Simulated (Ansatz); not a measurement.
Reading a saddle point

A first-order saddle point of SiNH$_{7}$Se, singlet, PBE0-D4/def2-TZVP, with one imaginary mode of 993i cm⁻¹:

```
10
angstrom
Si -0.5577 0.0423 0.0004
H 0.5802 -1.1271 -0.4302
H -1.5938 -0.5730 -0.8589
H -0.8580 1.4716 0.2758
N -0.3402 -0.4739 1.6117
H 0.7915 -0.4992 -1.1924
Se 0.7027 0.9307 -2.2335
H -0.5030 0.1535 2.3821
H -0.0477 -1.3927 1.8979
H 1.8260 1.4678 -1.4529
```

Computed with Ansatz 0.2.0 (basis: def2-TZVPP and def2-QZVPP); correlated methods freeze the cores. Filled d shells of the heavier atoms are correlated. The def2 sets are not built for correlating such inner shells, so the correlated values are less sure here. Extrapolation: Hartree–Fock as exp(−7.88 √X), correlation as X^−2.97.

**Question.** Which contacts change along the imaginary mode, and what lies on either side? (A judgement: the text doesn't fix the answer.)

**Answer.** By the calculation: The step is SiNH₅ ([NH2][SiH3]) + H₂Se → SiNH₅Se ([NH2][SiH2][SeH]) + H₂, with the molecules in contact on both sides. Shortening one way: Si1–Se7, H2–H6; lengthening the same way: Si1–H2, H6–Se7.
```json
{"pair": "Si1–Se7", "one side (Å)": "3.73", "saddle (Å)": "2.71", "other side (Å)": "2.29"}
{"pair": "H2–H6", "one side (Å)": "3.32", "saddle (Å)": "1.01", "other side (Å)": "0.75"}
{"pair": "Si1–H2", "one side (Å)": "1.49", "saddle (Å)": "1.69", "other side (Å)": "4.05"}
{"pair": "H6–Se7", "one side (Å)": "1.47", "saddle (Å)": "1.77", "other side (Å)": "3.36"}
```

**Question.** Which side is lower, and how far does the saddle lie above each? (Judge from chemistry; the value comes from the calculation.)

**Answer.** Computed: The side with Si1–Se7, H2–H6 short is lower by 12.31 kcal/mol; the saddle lies 53.65 kcal/mol above it and 41.35 kcal/mol above the other (CCSD(T) at an estimated basis limit (MP2 extrapolated from triple and quadruple zeta, plus CCSD(T) − MP2 in triple zeta); electronic energies).

T1 diagnostic: at most 0.012.

Labels in which every atom is bracketed show which atoms are joined, not bond orders.

For scale, one of the runs: CCSD(T)/def2-TZVPP, 219 basis functions (an equivalent command: `ansatz run in.yaml --threads 4`). Hardware: 4 CPU threads, shared host. Wall time 73 s; peak host memory 3.2 GiB.
